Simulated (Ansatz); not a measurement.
Abridged output of a molecular run in Ansatz:

```
Functional definition: HF
1410 factors; integrals over basis functions are off by at most 4.8e-4 eV
mean field evaluation 1: about -38026.1139 eV, gradient 5.9e1 eV
mean field evaluation 2: about -38026.5615 eV, gradient 5.9e1 eV
mean field evaluation 4: about -38033.3947 eV, gradient 1.1e1 eV
mean field evaluation 8: about -38033.6387 eV, gradient 1.3e0 eV
mean field evaluation 16: about -38033.6480 eV, gradient 1.4e-6 eV
mean field -38033.64801791 eV, -1397.7107845255 hartree, gradient 1.8e-6 eV, S^2 0.000000; 0 other end points of the search recorded, 0 dependent functions left out; unrestricted orbitals would lower it
16 core orbitals not correlated: weight in the atoms' cores, before any rotation towards them, 1.000 or more for the frozen orbitals, at most 0.000 for the correlated occupied ones
reference -38033.64801791 eV, -1397.7107845255 hartree; 20, 20 occupied and 191, 191 virtual orbitals, 1410 factors
second order -38.57441339 eV of doubles, -0.00000000 eV of singles
cycle   1  -33.73712940 eV  change     4.8e0 eV  update   3.9e-1
cycle   2  -36.20355116 eV  change    -2.5e0 eV  update   3.4e-1
cycle   3  -36.68277501 eV  change   -4.8e-1 eV  update   5.5e-2
cycle   4  -36.73454663 eV  change   -5.2e-2 eV  update   3.0e-2
cycle   5  -36.71055251 eV  change    2.4e-2 eV  update   9.1e-3
cycle   6  -36.70780949 eV  change    2.7e-3 eV  update   4.2e-3
cycle   7  -36.70815830 eV  change   -3.5e-4 eV  update   2.1e-3
cycle   8  -36.70634504 eV  change    1.8e-3 eV  update   8.4e-4
cycle   9  -36.70630270 eV  change    4.2e-5 eV  update   5.1e-4
cycle  10  -36.70713898 eV  change   -8.4e-4 eV  update   2.4e-4
cycle  11  -36.70726815 eV  change   -1.3e-4 eV  update   1.7e-4
cycle  12  -36.70687940 eV  change    3.9e-4 eV  update   1.0e-4
cycle  13  -36.70704727 eV  change   -1.7e-4 eV  update   7.0e-5
cycle  14  -36.70696510 eV  change    8.2e-5 eV  update   3.7e-5
cycle  15  -36.70694669 eV  change    1.8e-5 eV  update   1.7e-5
perturbative correction -2.58943561 eV, -0.0951600036 hartree
Total energy: -38072.94440021 eV, -1399.1548999391 hartree
```

Its atoms:

Cartesian coordinates in Å:
```
O -0.0825 0.5525 1.4185
Mo 0.0882 0.0192 -0.3468
S 1.8573 0.8213 -1.1232
S 0.1896 -2.0665 -0.4612
Cl -1.6442 0.7246 -1.5816
H -0.4084 -0.0510 2.0943
```

Question: Which basis set was used?
A. def2-QZVPP
B. def2-SVPD
C. cc-pV(Q+d)Z
D. def2-TZVPP

Answer: D. It gives 227 functions.

Question: Write the keys of the input that set method, charge and spin (a neutral closed shell needs none for the last two).

Answer: 
```yaml
correlation: {method: ccsd_t}
```
